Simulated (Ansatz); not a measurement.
Start from `C[N]([GeH3])[Si](C)(C)C` and change one atom or group to get `C[Si](C)(C)F`.

Ansatz, PBE0-D4/def2-TZVP geometries, multiplicity 1. Each molecule was computed in one conformer, which needn't be the lowest.

Scalar relativity is left out up to krypton.

```
                                          property  `C[N]([GeH3])[Si](C)(C)C`
               HOMO–LUMO gap (PBE/def2-TZVPP) / eV                       4.97
                 LUMO energy (PBE/def2-TZVPP) / eV                      -0.19
              HOMO–LUMO gap (PBE0/def2-TZVPP) / eV                       7.06
                LUMO energy (PBE0/def2-TZVPP) / eV                       0.61
                 HOMO energy (PBE/def2-TZVPP) / eV                      -5.16
size of the dipole moment (ωB97M-V/def2-TZVPP) / D                       0.30
```

(1) What does the change do to each property? (An estimate is asked.)

## Answers

(1) The calculation gave: 
| property | `C[Si](C)(C)F` | shift |
| --- | --- | --- |
| HOMO–LUMO gap (PBE/def2-TZVPP) / eV | 7.36 | 2.39 |
| LUMO energy (PBE/def2-TZVPP) / eV | 0.16 | 0.35 |
| HOMO–LUMO gap (PBE0/def2-TZVPP) / eV | 9.50 | 2.44 |
| LUMO energy (PBE0/def2-TZVPP) / eV | 0.92 | 0.31 |
| HOMO energy (PBE/def2-TZVPP) / eV | -7.20 | -2.04 |
| size of the dipole moment (ωB97M-V/def2-TZVPP) / D | 1.77 | 1.47 |

With PBE0 the HOMO falls by 2.13 eV and the LUMO rises by 0.31 eV, so the gap widens by about 2.44 eV. PBE moves the HOMO by -2.04 eV and ωB97M-V by -2.11 eV. Dipoles are sizes alone; their direction can turn.

Positive LUMOs are unbound, so they and the gaps depend on the basis.
